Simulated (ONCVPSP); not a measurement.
Reading a pseudo-wave (Ti)

Columns: radius, all-electron u(r) and pseudo u(r) of the 3p shell (level -46.16 eV) of titanium in the configuration [Ne] 3s2 3p6 3d2 4s1; LDA (Perdew-Wang 92), scalar-relativistic, ONCV scheme, ONCVPSP 4.0.1.

```json
{"r (bohr)": "0.123", "all-electron": "-0.4717", "pseudo": "0.0519"}
{"r (bohr)": "0.245", "all-electron": "-0.4292", "pseudo": "0.1947"}
{"r (bohr)": "0.368", "all-electron": "-0.0037", "pseudo": "0.3990"}
{"r (bohr)": "0.490", "all-electron": "0.4405", "pseudo": "0.6186"}
{"r (bohr)": "0.613", "all-electron": "0.7684", "pseudo": "0.8133"}
{"r (bohr)": "0.735", "all-electron": "0.9540", "pseudo": "0.9482"}
{"r (bohr)": "0.858", "all-electron": "1.0260", "pseudo": "1.0122"}
{"r (bohr)": "0.980", "all-electron": "1.0175", "pseudo": "1.0093"}
{"r (bohr)": "1.103", "all-electron": "0.9595", "pseudo": "0.9567"}
{"r (bohr)": "1.225", "all-electron": "0.8755", "pseudo": "0.8750"}
{"r (bohr)": "1.348", "all-electron": "0.7797", "pseudo": "0.7796"}
{"r (bohr)": "1.470", "all-electron": "0.6833", "pseudo": "0.6832"}
{"r (bohr)": "1.593", "all-electron": "0.5905", "pseudo": "0.5904"}
{"r (bohr)": "1.715", "all-electron": "0.5058", "pseudo": "0.5058"}
{"r (bohr)": "1.838", "all-electron": "0.4294", "pseudo": "0.4294"}
{"r (bohr)": "1.960", "all-electron": "0.3628", "pseudo": "0.3627"}
{"r (bohr)": "2.083", "all-electron": "0.3045", "pseudo": "0.3044"}
{"r (bohr)": "2.205", "all-electron": "0.2549", "pseudo": "0.2549"}
{"r (bohr)": "2.328", "all-electron": "0.2123", "pseudo": "0.2123"}
{"r (bohr)": "2.450", "all-electron": "0.1766", "pseudo": "0.1765"}
{"r (bohr)": "2.573", "all-electron": "0.1463", "pseudo": "0.1462"}
{"r (bohr)": "2.695", "all-electron": "0.1211", "pseudo": "0.1210"}
{"r (bohr)": "2.818", "all-electron": "0.0999", "pseudo": "0.0999"}
{"r (bohr)": "2.940", "all-electron": "0.0824", "pseudo": "0.0824"}
{"r (bohr)": "3.063", "all-electron": "0.0677", "pseudo": "0.0677"}
{"r (bohr)": "3.185", "all-electron": "0.0557", "pseudo": "0.0557"}
```

Q: How many radial nodes do the two functions have?

A: The all-electron 3p function has n − l − 1 = 1; the pseudo-wave has 0, since the states of the same l below it are removed with the core.

Q: At about which radius was the pseudo-wave matched?

A: 1.40 bohr. The columns agree to 0.0005 from 1.23 bohr on; several derivatives are matched, so the curves merge somewhat inside the radius.

Q: Where does each function peak?

A: Outermost all-electron maximum near 0.86 bohr, pseudo maximum near 0.86 bohr (to the table’s step).

Q: Is the pseudo-wave norm-conserving?

A: Yes: the ONCV scheme keeps the norm inside the radius equal to the all-electron one, which fixes the energy derivative of the logarithmic derivative at the level.
